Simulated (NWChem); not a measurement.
Molecule: HfH3F; SMILES [F][HfH3]

Program: NWChem. All runs use the structure optimised with PBE0/def2-SVP. def2 effective core potentials on Hf; no spin-orbit coupling. B3LYP is NWChem's, with the RPA form of VWN correlation. Vertical excitations in the gas phase; the lowest state need not have the same character in each row.

```tsv
level	lowest excitation, singlet (eV)	lowest triplet (eV)	orbital gap (eV)
PBE/def2-SVP, TDA	[?]	[?]	[?]
B3LYP/def2-SVP, TDA	4.48	4.14	6.05
PBE0/def2-SVP, TDA	4.54	4.15	6.53
LRC-wPBEh/def2-SVP, TDA	4.61	4.21	10.15
```

Task: Some entries are withheld; supply them.

Result: 
- PBE/def2-SVP, TDA, lowest excitation, singlet (eV): 4.26
- PBE/def2-SVP, TDA, lowest triplet (eV): 3.90
- PBE/def2-SVP, TDA, orbital gap (eV): 4.25
